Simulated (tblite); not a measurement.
Input of a run (GFN2-xTB geometry optimisation, gas phase (tblite 0.8.0)), started from a force field or distance geometry:
```
{"job": {"kind": "relax", "xc": "GFN2-xTB", "basis": "xTB"}, "charge": 1, "multiplicity": 2}
C     -1.103000    -1.976300     0.195800
C     -0.526300    -0.858200    -0.377200
C     -1.391000     0.279500    -0.523200
C     -1.220500     1.481800     0.315700
C      0.879800    -1.070000    -0.737200
C      1.796900    -0.098100    -0.102600
N      1.466400     1.229100    -0.573200
H     -0.521600    -2.865900     0.355200
H     -2.160600    -1.926600     0.479500
H     -2.463900    -0.093900    -0.377200
H     -1.377700     0.589000    -1.610400
H     -0.933800     2.412700    -0.178300
H     -0.569200     1.356700     1.228400
H     -2.271300     1.724000     0.705400
H      1.223200    -2.084000    -0.412300
H      0.959100    -1.015000    -1.858300
H      1.624600    -0.114300     1.019300
H      2.876300    -0.309900    -0.293900
H      2.051800     1.464800    -1.390700
H      1.655700     1.885400     0.248100
```

Output (eV, eV/Å):
```
step      E/eV     max force
  0    -594.46283    3.253
  1    -594.97151    1.759
  2    -595.05605    0.888
  3    -595.11859    0.752
  4    -595.24636    0.876
  5    -595.30099    0.536
  6    -595.32178    0.301
  7    -595.33657    0.292
  8    -595.35342    0.362
  9    -595.36791    0.365
 10    -595.38065    0.227
 11    -595.39366    0.309
 12    -595.40804    0.306
 13    -595.42205    0.273
 14    -595.43159    0.201
 15    -595.43721    0.167
 16    -595.44206    0.160
 17    -595.44631    0.187
 18    -595.44935    0.119
 19    -595.45186    0.114
 20    -595.45455    0.146
 21    -595.45756    0.160
 22    -595.46010    0.140
 23    -595.46224    0.132
 24    -595.46475    0.153
 25    -595.46826    0.164
 26    -595.47239    0.185
 27    -595.47639    0.148
 28    -595.47992    0.133
 29    -595.48357    0.168
 30    -595.48799    0.165
 31    -595.49254    0.176
 32    -595.49628    0.132
 33    -595.49946    0.120
 34    -595.50267    0.137
 35    -595.50619    0.149
 36    -595.50969    0.127
 37    -595.51274    0.154
 38    -595.51566    0.161
 39    -595.51911    0.151
 40    -595.52303    0.169
 41    -595.52648    0.130
 42    -595.52887    0.104
 43    -595.53076    0.135
 44    -595.53294    0.129
 45    -595.53673    0.145
 46    -595.54060    0.150
 47    -595.54477    0.158
 48    -595.54891    0.137
 49    -595.55240    0.131
 50    -595.55484    0.108
 51    -595.55687    0.099
 52    -595.55933    0.111
 53    -595.56213    0.127
 54    -595.56507    0.130
 55    -595.56777    0.127
 56    -595.57020    0.128
 57    -595.57305    0.150
 58    -595.57596    0.124
 59    -595.57936    0.129
 60    -595.58275    0.144
 61    -595.58709    0.165
 62    -595.59238    0.169
 63    -595.59770    0.156
 64    -595.60087    0.159
 65    -595.60398    0.128
 66    -595.60627    0.130
 67    -595.60982    0.133
 68    -595.61184    0.108
 69    -595.61473    0.111
 70    -595.61735    0.121
 71    -595.61988    0.110
 72    -595.62176    0.096
 73    -595.62328    0.120
 74    -595.62512    0.154
 75    -595.62757    0.133
 76    -595.62994    0.108
 77    -595.63198    0.088
 78    -595.63320    0.083
 79    -595.63419    0.090
 80    -595.63505    0.076
 81    -595.63593    0.062
 82    -595.63683    0.056
 83    -595.63742    0.091
 84    -595.63817    0.101
 85    -595.63915    0.067
 86    -595.64105    0.079
 87    -595.64271    0.105
 88    -595.64607    0.158
 89    -595.65058    0.218
 90    -595.65743    0.273
 91    -595.66529    0.205
 92    -595.59580    1.931
 93    -595.67146    0.147
 94    -595.67464    0.159
 95    -595.67217    0.980
 96    -595.68396    0.125
 97    -595.68699    0.136
 98    -595.68796    0.483
 99    -595.69106    0.147
100    -595.69220    0.095
101    -595.69527    0.126
102    -595.69673    0.129
103    -595.70034    0.211
104    -595.70436    0.244
105    -595.70957    0.251
106    -595.71469    0.273
107    -595.71046    0.626
108    -595.72540    0.203
109    -595.73193    0.174
110    -595.74801    0.545
111    -595.75578    0.159
112    -595.76154    0.185
113    -595.75691    0.686
114    -595.77419    0.139
115    -595.77835    0.129
116    -595.78239    0.440
117    -595.79002    0.155
118    -595.79430    0.144
119    -595.80388    0.172
120    -595.80901    0.186
121    -595.81764    0.211
122    -595.83421    0.254
123    -595.84254    0.235
124    -595.85449    0.343
125    -595.86381    0.188
126    -595.86814    0.442
127    -595.87811    0.159
128    -595.88285    0.130
129    -595.89107    0.189
130    -595.89532    0.130
131    -595.89921    0.136
132    -595.90147    0.117
133    -595.90335    0.131
134    -595.90518    0.102
135    -595.90689    0.103
136    -595.90845    0.103
137    -595.91004    0.086
138    -595.91149    0.081
139    -595.91289    0.076
140    -595.91441    0.076
141    -595.91571    0.079
142    -595.91668    0.074
143    -595.91748    0.083
144    -595.91826    0.069
145    -595.91897    0.058
146    -595.91946    0.054
147    -595.91982    0.042
148    -595.92021    0.043
149    -595.92054    0.053
150    -595.92079    0.052
151    -595.92099    0.033
152    -595.92120    0.032
153    -595.92147    0.041
154    -595.92174    0.045
155    -595.92195    0.029
156    -595.92210    0.027
157    -595.92226    0.030
158    -595.92245    0.031
159    -595.92268    0.030
160    -595.92287    0.024
161    -595.92298    0.020
162    -595.92304    0.015
163    -595.92308    0.017
164    -595.92312    0.013
165    -595.92314    0.009
```

Question: Summarise the run.

Answer: The energy falls by 140.9 kJ/mol over 165 L-BFGS steps, the largest force on an atom goes from 3.25 to 0.009 eV/Å, and the atoms move by 1.078 Å rms after alignment. The bond that changes most is C5–C6 (ends: carbon bonded to 2 C and 2 H; carbon bonded to C, N and 2 H), which lengthens by 0.070 Å. Bonds longer at the end by more than 0.005 Å: 5 of 19; shorter: 13. Among the angles that change most is C3–C2–C5, from 131.8° to 114.2°. Among the dihedrals that turn most is C1–C2–C3–H10, from -15° to -117°. The energy rose by more than 1e-5 eV at steps 92, 95, 107 and 113. The first step brought 35 % of the lowering.

Question: What are the final bond lengths?

Answer: C1=C2 1.346 Å, C2–C3 1.474 Å, C3–C4 1.508 Å, C2–C5 1.498 Å, C5–C6 1.549 Å, C6–N7 1.434 Å, C1–H8 1.077 Å, C1–H9 1.077 Å, C3–H10 1.095 Å, C3–H11 1.142 Å, C4–H12 1.087 Å, C4–H13 1.091 Å, C4–H14 1.087 Å, C5–H15 1.088 Å, C5–H16 1.091 Å, C6–H17 1.092 Å, C6–H18 1.097 Å, N7–H19 1.014 Å, N7–H20 1.012 Å. Numbering counts from 1 in the input's order; the species is `[NH2+]CCC(CC)=C` [radical].

Its GFN2-xTB frequencies are all real (lowest 89 cm⁻¹). 3 starts were optimised and ended at 0.00, 4.45 and 5.46 kcal/mol (GFN2-xTB); the lowest of these is shown.

One conformer stands for the species.

The numbers are calculated, not measured.
